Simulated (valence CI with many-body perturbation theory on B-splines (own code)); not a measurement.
Level structure of Au63+

Method: configuration interaction combined with many-body perturbation theory (CI+MBPT): six valence electrons over a frozen Dirac-Fock core [Ne], radial functions for each j: 9 s, 9 p, 8 d, 6 f, 3 g, 1 h, with the one-electron correlation potential Σ1, the two-electron term Σ2, the three-electron term Σ3, Breit, model QED; selected CI, second order for the rest, scaled by the run's own slope (own B-spline code, finite nucleus).

No measured spectrum was set against this ion. As an estimate, large intervals hold to a few tenths of a per cent, small ones and those within an open d or f shell to about a per cent. Among the levels kept, up to 1000 cm⁻¹ of a level comes from second order outside the variational space, and about a tenth of that is noise between levels of different J, which matters for small intervals.

Levels 1 to 41 of 41, with energies above the lowest level, (3s^2 3p1/2^2 3p3/2^2) J=2. "Leading %" is the weight of the configuration and term that name the level; weights of strongly mixed levels are sums over their largest components and can fall short, and the name can then belong to a minority configuration. In the jj column 3d3/2^4 stands for four electrons in 3d with j = 3/2. Lifetimes count E1, E2, E3, M1 and M2 decay at the calculated energies, and are blank where another channel may lead or the interval is too uncertain; long ones can be off by a factor of two.

```csv
No.,Configuration,Term,J,E (× 10³ cm⁻¹),Leading %,Lifetime,Leading jj
1,3s2 3p4,3P,2,0.00,68,,3s^2 3p1/2^2 3p3/2^2 (99 %)
2,3s2 3p4,1S,0,173.92,64,61.6 ms,3s^2 3p1/2^2 3p3/2^2 (99 %)
3,3s2 3p3 3d,3D°,2,2061.2,32,91.6 ps,3s^2 3p1/2^2 3p3/2 3d3/2 (99 %)
4,3s2 3p3 3d,3D°,1,2138.0,34,40.6 ps,3s^2 3p1/2^2 3p3/2 3d3/2 (99 %)
5,3s2 3p3 3d,3P°,0,2139.6,63,217 ms,3s^2 3p1/2^2 3p3/2 3d3/2 (99 %)
6,3s2 3p3 3d,3F°,3,2141.0,28,379 ps,3s^2 3p1/2^2 3p3/2 3d3/2 (98 %)
7,3s2 3p3 3d,3F°,4,2974.3,50,150 ns,3s^2 3p1/2^2 3p3/2 3d5/2 (100 %)
8,3s2 3p3 3d,3D°,2,3039.2,34,4.61 ps,3s^2 3p1/2^2 3p3/2 3d5/2 (98 %)
9,3s2 3p3 3d,3D°,3,3200.5,44,1.41 ps,3s^2 3p1/2^2 3p3/2 3d5/2 (98 %)
10,3s2 3p3 3d,3D°,1,3301.7,34,2.22 ps,3s^2 3p1/2^2 3p3/2 3d5/2 (99 %)
11,3s2 3p4,3P,1,3850.8,99,793 ps,3s^2 3p1/2 3p3/2^3 (99 %)
12,3s2 3p4,1D,2,3933.0,67,1.09 ns,3s^2 3p1/2 3p3/2^3 (99 %)
13,3s2 3p2 3d2,3F,2,4211.4,40,28.7 ps,3s^2 3p1/2^2 3d3/2^2 (99 %)
14,3s2 3p2 3d2,3P,0,4428.2,58,20.4 ps,3s^2 3p1/2^2 3d3/2^2 (98 %)
15,3s2 3p2 3d2,3F,3,5165.4,32,2.75 ps,3s^2 3p1/2^2 3d3/2 3d5/2 (99 %)
16,3s2 3p2 3d2,3P,2,5262.4,23,2.43 ps,3s^2 3p1/2^2 3d3/2 3d5/2 (98 %)
17,3s2 3p2 3d2,1G,4,5304.7,25,2.23 ps,3s^2 3p1/2^2 3d3/2 3d5/2 (98 %)
18,3s2 3p2 3d2,3P,1,5307.1,37,2.29 ps,3s^2 3p1/2^2 3d3/2 3d5/2 (98 %)
19,3s 3p5,3P°,2,5497.2,86,691 fs,3s 3p1/2^2 3p3/2^3 (86 %)
20,3s 3p5,1P°,1,5671.0,35,650 fs,3s 3p1/2^2 3p3/2^3 (57 %)
21,3s2 3p3 3d,3F°,2,5825.6,44,93.7 ps,3s^2 3p1/2 3p3/2^2 3d3/2 (98 %)
22,3s2 3p3 3d,5D°,0,5839.2,54,53.3 ps,3s^2 3p1/2 3p3/2^2 3d3/2 (98 %)
23,3s2 3p3 3d,3D°,1,5854.1,41,1.48 ps,3s^2 3p1/2 3p3/2^2 3d3/2 (85 %)
24,3s2 3p3 3d,3G°,3,5895.7,35,12.2 ps,3s^2 3p1/2 3p3/2^2 3d3/2 (98 %)
25,3s2 3p3 3d,3G°,4,5963.2,50,5.25 ns,3s^2 3p1/2 3p3/2^2 3d3/2 (99 %)
26,3s2 3p3 3d,3F°,2,6083.5,66,2.48 ps,3s^2 3p1/2 3p3/2^2 3d3/2 (97 %)
27,3s2 3p2 3d2,3F,4,6197.5,30,1.43 ps,3s^2 3p1/2^2 3d5/2^2 (97 %)
28,3s2 3p3 3d,3D°,3,6204.2,37,213 fs,3s^2 3p1/2 3p3/2^2 3d3/2 (98 %)
29,3s2 3p3 3d,3D°,2,6271.9,29,145 fs,3s^2 3p1/2 3p3/2^2 3d3/2 (89 %)
30,3s2 3p2 3d2,3P,2,6280.3,21,1.22 ps,3s^2 3p1/2^2 3d5/2^2 (98 %)
31,3s2 3p3 3d,3S°,1,6325.8,35,129 fs,3s^2 3p1/2 3p3/2^2 3d3/2 (86 %)
32,3s2 3p3 3d,3D°,1,6435.9,38,113 fs,3s^2 3p1/2 3p3/2^2 3d3/2 (84 %)
33,3s2 3p2 3d2,3P,0,6509.8,61,1.10 ps,3s^2 3p1/2^2 3d5/2^2 (97 %)
34,3s2 3p3 3d,3D°,3,6702.9,53,89.1 ps,3s^2 3p1/2 3p3/2^2 3d5/2 (99 %)
35,3s2 3p3 3d,5D°,4,6703.9,53,1.06 ns,3s^2 3p1/2 3p3/2^2 3d5/2 (99 %)
36,3s2 3p3 3d,3F°,4,6813.7,72,2.59 ns,3s^2 3p1/2 3p3/2^2 3d5/2 (99 %)
37,3s2 3p3 3d,3G°,5,6839.8,99,2.98 ns,3s^2 3p1/2 3p3/2^2 3d5/2 (99 %)
38,3s2 3p3 3d,3D°,1,6847.0,46,6.15 ps,3s^2 3p1/2 3p3/2^2 3d5/2 (97 %)
39,3s2 3p3 3d,1S°,0,6866.9,54,7.30 ps,3s^2 3p1/2 3p3/2^2 3d5/2 (98 %)
40,3s2 3p3 3d,3D°,2,7003.5,45,31.7 ps,3s^2 3p1/2 3p3/2^2 3d5/2 (99 %)
41,3s2 3p3 3d,1F°,3,7063.3,36,394 ps,3s^2 3p1/2 3p3/2^2 3d5/2 (99 %)
```

The ionisation energy to 3s2 3p3 2P°_3/2 of the next ion comes out as 7000.1 eV (NIST: 6997 ± 19 eV (theoretical)). All 41 levels together are meant to be complete up to 7086.3 × 10³ cm⁻¹.
